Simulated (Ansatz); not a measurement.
This Ansatz (a program for electronic structure) input (PBE/def2-QZVPPD) gives -25.24123 Eh with 96 basis functions. A basis named .json is the Basis Set Exchange file of that set (core-valence sets with the plain set on hydrogen).

Ansatz 0.2 input:
```yaml
crystal:
  periodic: [false, false, false]
  atoms:
    - {symbol: B, position_ang: [-0.00000000, -0.00000000, -0.20551333]}
    - {symbol: H, position_ang: [0.00000000, 0.00000000, 1.02756663]}
basis:
  gaussian:
    orbitals: def2-QZVPPD.json
hamiltonian:
  xc: {name: PBE}
magnetization: {spin_polarized: false}
```

Change:
```diff
- orbitals: def2-QZVPPD.json
+ orbitals: pcseg-3.json
```

What does the run give now?

-25.24127 Eh (PBE/pcseg-3, 93 functions), a change of -0.04 mEh.
